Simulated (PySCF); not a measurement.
C₆H₉O (doublet state).
Numbering: `[CH3:1][O:2][CH:3]=[C:4]1[CH2:5][CH:6][CH2:7]1` (hydrogens: H8, H9, H10 on C1; H11 on C3; H12, H13 on C5; H14 on C6; H15, H16 on C7)

Cartesian coordinates in Å at the GFN2-xTB level; atoms count from 1:
```xyz
16
C6H9O angstrom
C      2.9555   -0.3177    0.5699
O      1.5824   -0.5157    0.7886
C      0.7522    0.1763   -0.0530
C     -0.5636    0.1249    0.0503
C     -1.5304   -0.5772    0.9739
C     -2.6212    0.0695    0.1983
C     -1.6881    0.7631   -0.7308
H      3.4746   -0.9447    1.2926
H      3.2403    0.7287    0.7297
H      3.2478   -0.6151   -0.4439
H      1.2349    0.7712   -0.8220
H     -1.4501   -0.2913    2.0287
H     -1.4921   -1.6720    0.9383
H     -3.6871   -0.0156    0.2258
H     -1.7524    0.4655   -1.7847
H     -1.7104    1.8592   -0.7056
```

The hyperfine couplings belong to this conformer and change with its torsions.

Method: UKS B3LYP, pcH-1 on C H O, non-relativistic, mean-field spin-orbit, GIAO (PySCF). The structure is a single GFN2-xTB conformer in the gas phase; no vibrational or solvent corrections. A GFN2-xTB geometry isn't a minimum of the functional, and hyperfine couplings can be far from their values at a DFT geometry. The SCF solution wasn't tested for stability.

Principal values of hyperfine tensors in MHz (contact and dipolar terms together), for some of the nuclei:

```csv
atom,isotope,A1,A2,A3
H12,1H,115.42,116.21,128.81
H13,1H,113.14,114.11,125.92
H16,1H,112.21,112.92,125.51
H15,1H,110.52,111.40,123.24
H14,1H,-102.66,-63.95,-24.80
C5,13C,-39.14,-35.72,-34.12
C7,13C,-38.90,-35.90,-33.89
C4,13C,4.85,7.69,8.88
```

Question: Give the isotropic coupling of each nucleus in MHz and in mT (g = 2.0027), and the anisotropic part.

Answer: a_iso = (A1 + A2 + A3)/3, Ti = Ai − a_iso; 1 mT corresponds to 28.030 MHz.

```tsv
atom	a_iso (MHz)	a_iso (mT)	T1	T2	T3
H12	120.15	4.286	-4.73	-3.94	8.66
H13	117.72	4.200	-4.58	-3.62	8.20
H16	116.88	4.170	-4.67	-3.96	8.63
H15	115.05	4.105	-4.54	-3.65	8.19
H14	-63.80	-2.276	-38.86	-0.15	39.01
C5	-36.33	-1.296	-2.81	0.61	2.20
C7	-36.23	-1.293	-2.67	0.33	2.34
C4	7.14	0.255	-2.29	0.55	1.74
```

Question: What spin density at the nucleus of C7 lies behind its contact coupling (g_N = 1.40482)?

Answer: a_FC = (2μ0/3) gₑ μB g_N μN ρ(0)/(2S·h) = 800.24 MHz × g_N × ρ(0)/(2S), with ρ in bohr⁻³. With a_FC = -36.23 MHz and 2S = 1, ρ(0) = -0.03223 bohr⁻³.

Question: C6 (13C, g_N = 1.40482) isn't in the table. Its spin density at the nucleus is 0.08688 bohr⁻³. What is its contact coupling?

Answer: By the same relation, a_FC = 97.7 MHz. Its full tensor has the principal values 15.77, 17.25, 259.98 MHz.

Question: Which nucleus of the table has the largest anisotropic coupling, and what is its form?

Answer: H14: -38.9, -0.1, 39.0 MHz, rhombic: the two smaller values differ by 99 % of the largest.

Question: In a single crystal, with the field along each principal axis of the tensor of H16 in turn, what first-order splitting does this nucleus give (isotropic g, quadrupole terms neglected)?

Answer: 2 lines (I = 1/2), spaced by |A_i|/(g × 13.996): 4.00, 4.03, 4.48 mT along the axes of A1, A2 and A3.
